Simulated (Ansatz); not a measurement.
**C5H9NOS: where a starting geometry ends**

The starting geometry of this gas-phase singlet was optimised with GFN2-xTB; its bonds are those of `CCC(=O)/C=C(/N)S`.

```xyz
17

C    -0.0056    0.9023    1.2114
C    -1.1755    0.6478    0.2716
C    -0.7280    0.2028   -1.1050
C    -1.7507    0.0152   -2.0608
C    -1.5430   -0.3853   -3.3650
N    -2.5643   -0.5592   -4.2268
O     0.4878    0.0231   -1.3341
S     0.0312   -0.7130   -4.0032
H    -0.3645    1.2235    2.1859
H     0.6432    1.6727    0.8026
H     0.5830   -0.0035    1.3318
H    -1.7786    1.5525    0.1591
H    -1.8277   -0.1291    0.6803
H    -2.7679    0.1993   -1.7484
H    -3.5073   -0.3428   -3.9558
H    -2.3699   -0.8035   -5.1822
H     0.5780   -0.3932   -2.7330
```

Predict what becomes of its bonds when it is optimised with r2SCAN-D4/def2-SVP.

A new bond forms, giving a structure given below by its coordinates. Distances that change by over a tenth: S8–H17 (1.42 → 1.93 Å). Contacts that close: O7–H17 (1.46 → 1.03 Å).

The energy falls by 0.38 eV over 25 steps:

| step | E − E(last) (eV) |
| --- | --- |
| 1 | 0.380 |
| 4 | 0.276 |
| 6 | 0.093 |
| 9 | 0.053 |
| 12 | 0.040 |
| 14 | 0.029 |
| 17 | 0.012 |
| 20 | 0.003 |
| 22 | 0.000 |
| 25 | 0.000 |

Final geometry (Å):

```yaml
atoms:
  - { symbol: C, position_ang: [-0.1032, 1.2596, 0.9355] }
  - { symbol: C, position_ang: [-1.1328, 0.2671, 0.3916] }
  - { symbol: C, position_ang: [-0.8210, -0.1723, -1.0081] }
  - { symbol: C, position_ang: [-1.7061, 0.0178, -2.0505] }
  - { symbol: C, position_ang: [-1.4765, -0.3721, -3.4131] }
  - { symbol: N, position_ang: [-2.4654, -0.1069, -4.2954] }
  - { symbol: O, position_ang: [0.3603, -0.7329, -1.1311] }
  - { symbol: S, position_ang: [-0.0628, -1.1281, -3.9682] }
  - { symbol: H, position_ang: [-0.3338, 1.5277, 1.9774] }
  - { symbol: H, position_ang: [-0.0929, 2.1845, 0.3377] }
  - { symbol: H, position_ang: [0.9057, 0.8238, 0.9044] }
  - { symbol: H, position_ang: [-2.1478, 0.6919, 0.4235] }
  - { symbol: H, position_ang: [-1.1375, -0.6378, 1.0265] }
  - { symbol: H, position_ang: [-2.6572, 0.5014, -1.8077] }
  - { symbol: H, position_ang: [-3.3268, 0.3399, -4.0067] }
  - { symbol: H, position_ang: [-2.3402, -0.3670, -5.2662] }
  - { symbol: H, position_ang: [0.4781, -0.9867, -2.1212] }
```

No frequencies were run, so the end isn't proven a minimum. Run with Ansatz 0.2.0, 69 s on 2 threads of Intel(R) Xeon(R) Gold 6455B (Sapphire Rapids), on a shared host.
